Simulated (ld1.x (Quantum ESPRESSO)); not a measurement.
# What one change does to a pseudopotential (Cd, PAW)

ld1.x (Quantum ESPRESSO) 7.5 input, shortened:

```
&input
   title='Cd', zed=48., rel=1, dft='PZ', iswitch=3,
   config='[Kr] 4d10 5s2 5p0'
 /
 &inputp
   pseudotype=3, lpaw=.true., tm=.true., lloc=-1, rcloc=2.45,
   nlcc=.true., new_core_ps=.true., rcore=1.20,
   which_augfun='BESSEL', rmatch_augfun=1.05
 /
6
5S  1  0   2.00   0.00  1.80  2.45  0.0
5S  1  0   0.00  -0.15  1.80  2.45  0.0
4P  2  1   6.00   0.00  1.30  1.35  0.0
5P  3  1   0.00   0.00  1.30  1.35  0.0
4D  3  2  10.00   0.00  1.25  1.65  0.0
4D  3  2   0.00  -0.15  1.25  1.65  0.0
 &test
   configts(1)='4p6 4d10 5s2 5p0'
 /
```

Change: waves 4d (bound): rcut 1.25, rcutus 1.48 bohr; 4d channel at -0.15 Ry: rcut 1.25, rcutus 1.48 bohr.

Cutoffs: the cutoffs (Ry, on a coarse ladder) from which the occupation-weighted sum of valence levels, in a spherical-Bessel basis at the reference potential, stays within 10 and 1 mRy of its value at 400 Ry; they do not see the model core or the augmentation charge, which bear on the density cutoff. Errors are all-electron minus pseudo energies relative to the spin-unpolarised reference configuration.

Task: Predict the effect on cutoff, ghosts and configuration errors.

Result: The potential gets harder (60 Ry and 100 Ry → 70 Ry and 120 Ry); of the 9 tests that both files solve, the error grows in 0 and shrinks in 4 by more than 15 % and 0.3 meV (median size 9.7 → 8.6 meV); neither file shows a bound ghost. A smaller radius makes the pseudo-wave follow the all-electron one further in, where it bends more sharply, so more plane waves are needed. Less of the atom is replaced, so other configurations are described better.

```csv
quantity,base,changed
"cutoff, loose",60 Ry,70 Ry
"cutoff, tight",100 Ry,120 Ry
loose cutoff by channel (10 mRy a level),"s 6 Ry, p 40 Ry, d 35 Ry","s 6 Ry, p 40 Ry, d 40 Ry"
bound ghosts,none,none
"error for 4p6 4d10 5s1 5p0, meV [ΔE 9.63 eV]",+1.6,+1.1
"error for 4p6 4d10 5s0 5p0, meV [ΔE 27.15 eV]",+9.0,+6.9
"error for 4p6 4d9 5s0 5p0, meV [ΔE 65.40 eV]",-25,-22
"error for 4p6 4d9 5s2 5p0, meV [ΔE 18.15 eV]",+18,+12
"error for 4p6 4d8 5s0 5p0, meV [ΔE 119.68 eV]",-118,-111
"error for 4p6 4d10 5s0 5p2, meV [ΔE 9.91 eV]",+9.6,+8.6
"error for 4p6 4d10 5s0 5p1, meV [ΔE 15.54 eV]",+9.7,+8.3
"error for 4p6 4d10 5s1 5p0 (spin-polarised), meV [ΔE 9.44 eV]",+2.6,+2.1
"error for 4p6 4d9 5s0 5p0 (spin-polarised), meV [ΔE 65.23 eV]",-25,-22
s: phases at 2.65 bohr within 0.05 rad from the reference energy up to (Ry; the scan ends near 5),3.3,3.3
p: phases at 2.65 bohr within 0.05 rad from the reference energy up to (Ry; the scan ends near 5),to the end of the scan,to the end of the scan
d: phases at 2.65 bohr within 0.05 rad from the reference energy up to (Ry; the scan ends near 5),to the end of the scan,to the end of the scan
lowest overlap eigenvalue by channel,"s 0.37, p 0.32, d 0.99","s 0.37, p 0.32, d 0.99"
```
